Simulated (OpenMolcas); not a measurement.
# neutral silicon: CASPT2 settings compared

```
Program             : OpenMolcas
Basis               : ANO-R1 [4s3p1d]
Scalar Hamiltonian  : X2C, finite nucleus
Active space        : 2 electrons in 3 orbitals (3p)
State averaging     : 2S+1 = 3 even, 3 roots; 2S+1 = 1 even, 6 roots kept (CI in the orbitals of an earlier block)
Spin-orbit coupling : RASSI with atomic mean-field integrals over the reference wave functions, term energies averaged over their components
```

Methods on the same reference wave functions:
A. CASSCF
B. SS-CASPT2, IPEA 0.4 Eh, imaginary shift 0.4 Eh (closed shells correlated: 2s 2p 3s)
C. SS-CASPT2, IPEA 0.5 Eh, imaginary shift 0.5 Eh (closed shells correlated: 3s)
D. SS-CASPT2, IPEA 0.15 Eh, imaginary shift 0.15 Eh (closed shells correlated: 2s 2p 3s)

Energies in cm-1 above 3s2 3p2 3P0, the measured ground level; measured values from NIST Handbook of Basic Atomic Spectroscopic Data.

```csv
Level,A,B,C,D,Measured
3s2 3p2 3P0,0.0,0.0,0.0,0.0,0.0
3s2 3p2 3P1,64.4,64.7,64.7,64.7,77.1
3s2 3p2 3P2,189,190,190,190,223
3s2 3p2 1D2,9272,7860,7860,8110,6299
3s2 3p2 1S0,22988,18730,18860,18850,15394
```

Deviations, from unrounded energies. A percentage is the sum of absolute deviations over the sum of measured energies, with the sign that they share, or ± where signs differ.

| Against measurement | Levels | A | B | C | D |
| --- | --- | --- | --- | --- | --- |
| mean absolute deviation (cm-1) | 4 | 2700 | 1200 | 1300 | 1300 |
| fine structure of the ground term (%) | 2 | -15.5 | -15.3 | -15.3 | -15.3 |
| other terms of the ground configuration (%) | 2 | +48.7 | +22.6 | +23.2 | +24.3 |

B, C lie about equally close to measurement and A furthest from it. The largest miss of B in the table is 3s2 3p2 1S0, by +3300 cm-1. The ranking rests on the paired levels alone, and a cruder setting can come out closer through cancelling errors.

Among B to D the level of the table that moves most is 3s2 3p2 1D2, by 250 cm-1 (lowest in C, highest in D). Moves below CASPT2's spread within the term are not significant.

The mean deviations of B to D differ by less than CASPT2's widest spread within a term (170 cm-1), so their order carries little weight.

From A to B the spin-free energies of the other terms of 3s2 3p2 shown, above 3P, scale by factors of 0.81 to 0.85.

The lowest spin-free term lies below A's lowest term by 0.066 hartree in B, 0.040 hartree in C, 0.072 hartree in D.

Term energies are means over components that CASPT2 splits; among the terms shown or strongly mixed into the levels shown the widest spread is 170 cm-1 (3s2 3p2 1D, C). Terms from blocks run as CI alone lack orbitals of their own. With the s shell closed, the reference lacks s² → p² mixing. Without dynamic correlation excited terms often stand tens of per cent too high (terms of higher spin than the ground term too low), and those without a measured partner can miss by more than the paired ones (holds for A). Some terms miss by over 15 % even with CASPT2, which points to a basis or an active space too small for the shells correlated (holds for B; C; D). Computed and measured levels are paired by configuration, term and J; levels that our copy of the source lacks, or whose pairing is in doubt (as where it misses far off the trend of its configuration), stay unpaired and out of the deviations. Levels of configurations outside the active space are missing.
